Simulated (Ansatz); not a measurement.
C3H6AlF, SMILES `F[C@H]1C[C@@H]1[AlH2]`. Total charge 0; spin multiplicity 1. The structure was optimised at the PBE0-D4/def2-TZVP level.

```xyz
11

F     1.691   -0.667   -1.616
C     0.530   -0.655   -0.896
C     0.615   -0.981    0.532
C     0.345    0.467    0.084
Al   -1.375    1.298    0.368
H    -0.299   -1.012   -1.500
H     1.605   -1.189    0.919
H    -0.184   -1.556    0.988
H     1.237    1.085    0.150
H    -1.505    2.832    0.751
H    -2.661    0.377    0.220
```

(1) What is the dipole moment at PBE/def2-TZVPP? (Best estimate.)

(2) And with r2SCAN, B3LYP, ωB97M-V? (Estimate.)

(3) Give the Mulliken charges with PBE, r2SCAN, ωB97M-V in def2-TZVPP. (An estimate is asked.)

## Answers

(1) Ansatz gave: 1.00 D, with components (-0.49, -0.19, 0.85) D in this frame, pointing from negative to positive charge.

(2) Ansatz gave: r2SCAN 1.06 D, B3LYP 1.15 D, ωB97M-V 1.15 D.

(3) Ansatz gave: 
```tsv
atom	PBE	r2SCAN	ωB97M-V
F1	-0.19	-0.23	-0.22
C2	0.11	0.19	0.13
C3	-0.17	-0.12	-0.20
C4	-0.20	-0.26	-0.30
Al5	0.34	0.49	0.40
H6	0.08	0.05	0.09
H7	0.09	0.07	0.11
H8	0.08	0.05	0.10
H9	0.09	0.06	0.11
H10	-0.11	-0.16	-0.10
H11	-0.12	-0.15	-0.10
```

B3LYP here is the variant with VWN-RPA as its local correlation; programs differ in this.
